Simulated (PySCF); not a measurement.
# Vibration and rotation of RbCl

RHF-CCSD(T) constants of RbCl, ¹Σ⁺ (singlet), closed shell (Rb def2-SVPD with ECP28, Cl def2-SVPD; scalar-relativistic core potentials (PySCF 2.14); masses 84.9118 and 34.9689 u):

- ωe: 221.7 cm⁻¹
- ωexe: 0.852 cm⁻¹
- Be: 0.081075 cm⁻¹
- αe: 0.000438 cm⁻¹
- D (centrifugal): 4.34e-08 cm⁻¹
- De to Rb + Cl: 4.08 eV

Task: Give the vibrational terms G(v) and spacings up to v = 6.

Result: G(v) = ωe(v+½) − ωexe(v+½)².

| v | G(v) (cm⁻¹) | G(v) − G(v−1) | Bv (cm⁻¹) |
| --- | --- | --- | --- |
| 0 | 110.6 |  | 0.08086 |
| 1 | 330.6 | 220.0 | 0.08042 |
| 2 | 548.9 | 218.3 | 0.07998 |
| 3 | 765.5 | 216.6 | 0.07954 |
| 4 | 980.4 | 214.9 | 0.07910 |
| 5 | 1193.6 | 213.2 | 0.07867 |
| 6 | 1405.1 | 211.5 | 0.07823 |

Task: How well does the Morse estimate ωe²/(4ωexe) reproduce De, and what is D0?

Result: It gives 1.79 eV, 44 % of the computed De. D0 = De − G(0) = 4.08 − 0.01 = 4.07 eV.

Correlated steps freeze 5 core orbitals. Correlated levels converge slowly with the basis: in double zeta they bind strong bonds too weakly, by up to about 1 eV, and carry superposition errors of some tenths. Where the molecule has an RHF reference, its open-shell atoms are computed with UHF.
